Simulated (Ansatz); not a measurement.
Reaction (ligand exchange at the Si–C bond): `C=NBC[SiH3]` + `[NH2][GaH][OH]` → `[NH2][GaH][O][SiH3]` + `C=NBC`

Calculated with Ansatz (gas phase, PBE0-D4/def2-TZVP geometries, no zero-point term in ΔE). CCSD(T)/CBS adds triple-zeta CCSD(T) − MP2 to the extrapolated MP2 energy (def2 sets, frozen cores). Functionals use def2-TZVPP. HSE06 is defined as in plane-wave codes. For Ga outer-core shells are correlated without core-valence functions, which leaves a few kJ/mol of doubt a bond. Scalar relativity is left out up to krypton. Each species was taken in one conformer, which may not be the lowest.

`C=NBC[SiH3]`:

```xyz
13

C     2.450    1.050   -0.532
N     1.584    0.173   -0.399
B     0.633   -0.787   -0.243
C    -0.873   -0.527   -0.598
Si   -1.838   -0.059    0.941
H     3.036    1.144   -1.453
H     2.667    1.768    0.266
H     1.000   -1.832    0.221
H    -1.335   -1.435   -1.000
H    -1.001    0.278   -1.327
H    -1.332    1.224    1.501
H    -3.286    0.110    0.634
H    -1.706   -1.106    1.989
```

`[NH2][GaH][OH]`:

Cartesian coordinates in Å:
```
N 0.536 1.050 -0.281
Ga -0.295 -0.555 -0.427
O -0.709 -1.417 1.084
H 0.783 1.492 0.587
H 0.806 1.604 -1.075
H -0.665 -1.216 -1.775
H -0.456 -0.958 1.887
```

`[NH2][GaH][O][SiH3]`:

Cartesian coordinates in Å:
```
N 2.007 0.526 1.456
Ga 0.742 -0.545 0.753
O -0.340 0.336 -0.362
Si -1.624 0.065 -1.320
H 2.712 0.224 2.105
H 2.077 1.503 1.231
H 0.545 -2.055 1.030
H -1.293 0.401 -2.732
H -2.054 -1.364 -1.270
H -2.772 0.910 -0.891
```

`C=NBC`:

Cartesian coordinates in Å:
```
C -0.188 1.594 1.343
N 0.220 0.660 0.638
B 0.668 -0.364 -0.136
C -0.284 -1.166 -1.097
H -0.563 1.426 2.358
H -0.188 2.628 0.983
H 1.838 -0.623 -0.044
H 0.082 -1.100 -2.127
H -1.320 -0.824 -1.077
H -0.266 -2.230 -0.839
```

Is it downhill or uphill in electronic energy at CCSD(T)/CBS, and by how much? (Estimate.)

The calculation gave: Downhill: ΔE = -23.6 kcal/mol.

What do these levels give: LDA (SPW92), B97M-V, r2SCANh-D4, CAM-B3LYP-D4, PBE, r2SCANh, HSE06, RPA@PBE/def2-TZVPP, CCSD(T)/def2-SVP, HF/def2-QZVPP, SCS-MP2/def2-QZVPP, HF/CBS(def2)? (An estimate is asked.)

The calculation gave: LDA (SPW92) -20.5, B97M-V -24.8, r2SCANh-D4 -23.8, CAM-B3LYP-D4 -25.5, PBE -20.9, r2SCANh -23.9, HSE06 -22.2, RPA@PBE/def2-TZVPP -23.9, CCSD(T)/def2-SVP -23.9, HF/def2-QZVPP -30.2, SCS-MP2/def2-QZVPP -25.2, HF/CBS(def2) -30.2 kcal/mol.

What do rigid-rotor, harmonic-oscillator terms from PBE0-D4/def2-TZVP frequencies (298.15 K, 1 bar) make of the CCSD(T)/CBS value? (Best estimate.)

Computed: ΔZPE = +0.2 kcal/mol, ΔH = -23.2 kcal/mol, ΔS = 14 J/(mol·K), ΔG = -24.2 kcal/mol. Modes under 50 cm⁻¹ make the entropy rough.

Largest T1 diagnostic among the species: 0.014.

In def2-TZVPP, CCSD(T) changes the Hartree–Fock value by +5.8 kcal/mol (the triples alone add +0.8 kcal/mol) and MP2 by +5.8 kcal/mol. From PBE to PBE0 (25 % exact exchange), in def2-TZVPP and without D4, ΔE moves by −1.3 kcal/mol.
